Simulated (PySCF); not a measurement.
CH9NSi4, SMILES [SiH3][SiH2][Si@H]1C=N[SiH2]1.

Coordinates come from a B3LYP-D3(BJ)/def2-SVP optimisation. The structure was generated by enumeration; whether it is a known compound was not checked. One conformer was computed; it need not be the lowest.

Calculation: PBE0/def2-TZVP (PySCF).

Gas-phase values at a fixed geometry.

Computed frontier levels, gap, dipole moment:
| Property | Value |
|---|---|
| highest occupied level | -6.69 eV |
| lowest empty level | -1.31 eV |
| orbital gap | 5.38 eV |
| dipole moment | 1.71 D |
| quadrupole, principal values (traceless, Buckingham form, about the centre of nuclear charge) | -8.25, 1.86, 6.40 D·Å |
